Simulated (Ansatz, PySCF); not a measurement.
This triplet is an excited state, 2.48 eV above the relaxed singlet at the level composite: frozen-core CCSD(T) with HF/cc-pVQZ and the correlation energy extrapolated as X^-3 from cc-pVTZ and cc-pVQZ, plus CCSDT(Q) minus CCSD(T) in cc-pVDZ // PBE0-D3(BJ)/def2-TZVP (Ansatz, a quantum-chemistry and plane-wave program).

CF$_{2}$, SMILES `[C](F)F` (excited triplet) (charge 0, multiplicity 3)

All values below come from PBE0-D3(BJ)/def2-TZVP (PySCF).

| Quantity | Value |
|---|---|
| highest occupied spin orbital | -6.14 eV |
| dipole moment | 0.073 e·Å |
| total energy | -237.4924 Ha |
| cost | very roughly 20 core-seconds |

Bond lengths (Å): F1–C2 1.309, C2–F3 1.309. Angles (°): F1–C2–F3 119.5.
Charge 0, spin multiplicity 3.
